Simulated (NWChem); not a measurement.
System: MoHSO$_{2}$F; SMILES [Mo](=[S])(=[O])([OH])[F]

Here is an NWChem input.

```
start job
memory heap 200 mb stack 900 mb global 1100 mb
geometry units angstroms noautoz
  Mo     0.004459    -0.141475    -0.032821
  O      0.108488    -0.702388     1.528403
  S     -0.086715     1.964906     0.035899
  F     -1.517095    -0.802501    -0.829934
  O      1.519342    -0.642380    -0.972857
  H      2.199208    -1.254294    -0.661898
end
basis spherical
  * library def2-svp
end
ecp
  Mo library def2-ecp
end
dft
  xc b3lyp
  iterations 150
  mulliken
end
task dft energy
```

All runs use the structure optimised with PBE0/def2-SVP. def2 effective core potentials on Mo; no spin-orbit coupling.

Question: What results follow from this input? (B3LYP/def2-SVP with def2 effective core potentials on Mo.) Quantities: energy (Ha); highest occupied level (eV); orbital gap (eV); dipole (D).

Answer: 
```yaml
energy (Ha): -717.17
highest occupied level (eV): -7.66
orbital gap (eV): 4.53
dipole (D): 2.73
```
